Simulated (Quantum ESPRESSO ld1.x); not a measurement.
The numbers below are computed, except where a source is named.
Pb II, configuration [Xe] 4f14 5d8 6s2 6p3 (not the ground configuration). Level of theory: Dirac Kohn-Sham, PBE, spin-unpolarised, spherical densities, point nucleus; open shells fill j = l - 1/2 first (ld1.x of Quantum ESPRESSO 7.5).

Spin-orbit splittings of the eigenvalues, e(l+1/2) - e(l-1/2), with zeta = 2 splitting/(2l+1) and mean radii in bohr:

shell  occ.  splitting (eV)  zeta (eV)  <r> j=l-1/2  <r> j=l+1/2
2p        6            2190       1460      0.05487      0.06380
3p        6           488.6      325.8       0.1644       0.1807
3d       10           104.0      41.58       0.1570       0.1619
4p        6           119.6      79.75       0.3853       0.4198
4d       10           22.32      8.929       0.4245       0.4356
4f       14           5.037      1.439       0.4503       0.4566
5p        6           22.82      15.21       0.9059       0.9933
5d        8           2.842      1.137        1.223        1.263
6p        3           2.442      1.628        2.524        2.822
